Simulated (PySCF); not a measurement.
Species: C6H6O2.
Structure used (GFN2-xTB), in Å, numbered top down from 1:
```xyz
14
C6H6O2 angstrom
O      3.031   -0.059    1.637
C      2.733    0.217    0.503
O      3.629    0.609   -0.418
C      1.405    0.173   -0.029
C      0.273    0.125   -0.442
C     -1.063    0.063   -0.917
C     -1.978   -1.008   -0.371
C     -2.187    0.411    0.031
H      4.516    0.628   -0.025
H     -1.176    0.341   -1.958
H     -1.567   -1.688    0.359
H     -2.672   -1.465   -1.059
H     -1.918    0.701    1.035
H     -3.028    0.953   -0.375
```

The closed-shell SCF was solved with PySCF and density fitting under several settings on one GFN2-xTB geometry (grid level 2 and gas phase unless stated).

```csv
settings,basis functions,SCF cycles,E (Eh),HOMO (eV),LUMO (eV),dipole (D)
PBE0/pcSseg-1,166,15,-382.1406,-7.77,-1.05,2.75
PBE0/def2-SVPD,214,16,-381.9258,-7.80,-1.18,2.94
```

Estimate the rows for these settings: (1) OPBE/3-21G, grid level 3, start guess huckel; (2) wB97X/pcSseg-1, IEF-PCM acetonitrile, energy threshold 1e-06 Eh.

| settings | basis functions | SCF cycles | E (Eh) | HOMO (eV) | LUMO (eV) | dipole (D) |
| --- | --- | --- | --- | --- | --- | --- |
| OPBE/3-21G, grid level 3, start guess huckel | 84 | 26 | -380.3104 | -6.02 | -1.51 | 2.28 |
| wB97X/pcSseg-1, IEF-PCM acetonitrile, energy threshold 1e-06 Eh | 166 | 8 | -382.4927 | -10.07 | 0.92 | 3.45 |

Over all rows, what range does the HOMO–LUMO gap span?

From 4.51 eV (OPBE/3-21G, grid level 3, start guess huckel) to 10.99 eV (wB97X/pcSseg-1, IEF-PCM acetonitrile, energy threshold 1e-06 Eh). The functional of the narrowest has no exact exchange, that of the widest range-separated exact exchange.

And the dipole moment?

From 2.28 D (OPBE/3-21G, grid level 3, start guess huckel) to 3.45 D (wB97X/pcSseg-1, IEF-PCM acetonitrile, energy threshold 1e-06 Eh); the largest is 1.51 times the smallest, and the median is 2.84 D.

Compare two rows with the functional PBE0: PBE0/pcSseg-1 and PBE0/def2-SVPD. Which energy is lower, and by how much?

PBE0/pcSseg-1 (166 functions) lies 0.2148 Eh or 135 kcal/mol below PBE0/def2-SVPD (214 functions). The smaller set gives the lower energy; the two sets aren't nested, so the variational bound doesn't order them by size.

Whole jobs, the steps after the SCF included, on one thread, Arm Neoverse V2 (aarch64) (shared host):

```tsv
settings	work after the SCF	wall time	peak memory
PBE0/pcSseg-1	shieldings, ring-centre shieldings, charges and field gradients	16 s	0.73 GiB
PBE0/def2-SVPD	6 singlets by full TDDFT, 2 Tamm–Dancoff triplets, polarisability	28 s	0.88 GiB
OPBE/3-21G, grid level 3, start guess huckel	shieldings, ring-centre shieldings	15 s	0.48 GiB
wB97X/pcSseg-1, IEF-PCM acetonitrile, energy threshold 1e-06 Eh	shieldings, ring-centre shieldings, charges and field gradients	19 s	0.97 GiB
```

Cycle counts include a coarse-grid stage where the run had one. The structure is a single GFN2-xTB conformer; no vibrational corrections.
